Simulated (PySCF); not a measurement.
## Static response to an electric field

Compound: C7H5N.
Numbering: `[CH2:1]=[CH:2][C:3](=[CH2:4])[C:5]#[C:6][C:7]#[N:8]` (hydrogens: H9, H10 on C1; H11 on C2; H12, H13 on C4)

Cartesian coordinates in Å at the GFN2-xTB level; atoms count from 1:
```xyz
13
C7H5N angstrom
C     -1.4392   -1.5196    0.1313
C     -1.5336   -0.2156   -0.0962
C     -0.3981    0.7012   -0.1527
C     -0.5442    2.0145   -0.3836
C      0.8924    0.1645    0.0471
C      2.0007   -0.2955    0.2178
C      3.2421   -0.8142    0.4093
N      4.2909   -1.2573    0.5720
H     -0.4892   -2.0032    0.2918
H     -2.3108   -2.1505    0.1646
H     -2.4978    0.2488   -0.2543
H     -1.5174    2.4465   -0.5415
H      0.3001    2.6810   -0.4188
```

Level: wB97X-D/def2-SVPD (PySCF), static field, nuclei fixed, core orbitals frozen in the response. The polarisability tensor in these axes (au):

```
x   127.05 -21.13   9.92
y   -21.13 107.50 -11.13
z     9.92 -11.13  54.31
```

Problem. Give the principal values, the mean and the anisotropy Δα = √{½[(α1 − α2)² + (α2 − α3)² + (α1 − α3)²]}.

Solution. Principal values 51.61, 94.36 and 142.90 au; mean 96.29 au = 14.27 Å³ = 15.88 × 10⁻⁴⁰ C²·m²/J; Δα = 79.11 au (82 % of the mean).

Problem. What is the dipole moment, and where does it point?

Solution. (-4.66, 1.92, -0.71) D, 5.09 D in size, pointing from the negative to the positive side. Measured along this direction, the outermost atoms are N8 at the negative end and H11 and H12 at the positive end.

Problem. Give the eigenvalues of the traceless quadrupole moment Θ = ½Σq(3rr − r²1), origin at the centre of nuclear charge.

Solution. -12.75, 0.34, 12.41 D·Å. The values depend on the origin, since the dipole doesn't vanish. The electronic extent ⟨r²⟩ about the same centre is 1260 bohr², a root-mean-square distance of 2.56 Å for the 54 electrons.

Problem. Along which axes do the principal values lie, and how far do the nuclei extend along each?

Solution. Largest value along (0.82, -0.54, 0.16), where the nuclei span 6.98 Å; middle along (0.56, 0.82, -0.09), 5.49 Å; least along (-0.08, 0.16, 0.98), 0.01 Å. The response follows the extents in order.

Problem. Molar refractivity from α?

Solution. Lorentz–Lorenz: R = (4π/3)N_A α = 2.5225 cm³/(mol·Å³) × 14.27 Å³ = 36.0 cm³/mol, in the limit of long wavelengths.

Problem. Form Σ f/ω² (atomic units) for the 8 lowest TDDFT singlets, given as eV and f, and set it beside the mean polarisability, which is this sum over all singlets: 4.78, 0.0001; 4.86, 0.1936; 4.96, 0.0001; 5.52, 0.1701; 6.21, 0.2225; 6.37, 0.0005; 6.85, 0.4664; 6.98, 0.0004.

Solution. They add up to 21.86 au, 22.7 % of the 96.29 au; the largest single term is 7.37 au, from the state at 6.85 eV. Terms in order: 0.00, 6.07, 0.00, 4.13, 4.27, 0.01, 7.37, 0.01 au. Higher excitations give the rest. The strengths listed sum to 1.054.

Problem. Refractivity n − 1 of an ideal gas of it at 350 K and 1 atm, from the electronic α?

Solution. N = p/kT = 2.0968 × 10¹⁹ cm⁻³, so n − 1 = 2π × N × 14.27 × 10⁻²⁴ cm³ = 1880 × 10⁻⁶ at long wavelengths, for an ideal gas.

One conformer (not necessarily the lowest) at the GFN2-xTB geometry, without solvent, vibrations or thermal averaging.
